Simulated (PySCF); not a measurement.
**Relaxation of quartet PtS₃⁻**

Computed with PySCF, UPBE0, basis Pt def2-SVPD with ECP60, S def2-SVPD (scalar-relativistic core potentials, no spin–orbit coupling, density fitting). A (50,194) grid was used.

A hand-made T-shaped start, of C2v symmetry, held to at least that symmetry:

```xyz
4
charge -1 multiplicity 4, angstrom
Pt    0.0000    0.0000   -0.2422
S     0.0000    0.0000    1.8178
S     2.0587    0.0000   -0.1703
S    -2.0587    0.0000   -0.1703
```

Optimiser trace:
| step | E − E(last) (kJ/mol) | largest gradient (Eh/bohr) |
| --- | --- | --- |
| 0 | 147.73 | 0.09363 |
| 1 | 56.45 | 0.01385 |
| 2 | 52.96 | 0.00737 |
| 3 | 48.91 | 0.00906 |
| 4 | 44.18 | 0.01710 |
| 5 | 38.58 | 0.03087 |
| 6 | 29.80 | 0.02867 |
| 7 | 2.34 | 0.01496 |
| 8 | 0.79 | 0.00679 |
| 9 | 0.19 | 0.00236 |
| 10 | 0.03 | 0.00169 |
| 11 | 0.00 | 0.00024 |
| 12 | 0.00 | 0.00002 |

It ends at C2v with Pt–S 2.161 Å, Pt–S 2.190 Å (×2); S–Pt–S 110.6° (×2), S–Pt–S 138.8° (after a last refinement on a finer grid). A frequency run shows 1 imaginary mode, down to 38i cm⁻¹, so it is a saddle point.

Open d and f shells are described by one determinant, and the ground state may have another occupation or spin. No spin–orbit coupling is included, which matters more the heavier the element.

The relaxation took roughly 6 core-minutes on a shared host.
